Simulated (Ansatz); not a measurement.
Mulliken charges of BrH₃InNO, SMILES `[NH2][In]([OH])[Br]` from r2SCAN/def2-TZVPP in Ansatz (PBE0-D4/def2-TZVP geometry).

```tsv
atom	x (Å)	y (Å)	z (Å)	charge (e)
N1	0.169	-0.540	-1.544	-0.494
In2	-0.031	-0.073	0.393	0.863
O3	-0.862	1.618	0.971	-0.521
Br4	0.532	-1.683	2.173	-0.365
H5	0.880	-1.228	-1.748	0.159
H6	0.273	0.245	-2.171	0.158
H7	-0.961	1.661	1.926	0.200
```

Q: By hand: the dipole of these point charges (1 e Å = 4.8032 D).

A: Σ q r = (0.136, 0.151, -0.433) e Å, of length 0.478 e Å = 2.30 D.

Q: How does the dipole of the full density compare? (Estimate.)

A: Computed: (0.195, 0.102, -0.270) e Å, 1.67 D; the point charges give 1.38 times that, at 18° from its direction.

Point charges leave out the atoms' own dipoles, such as those of lone pairs, and Mulliken's split depends on the basis, so the two needn't agree.
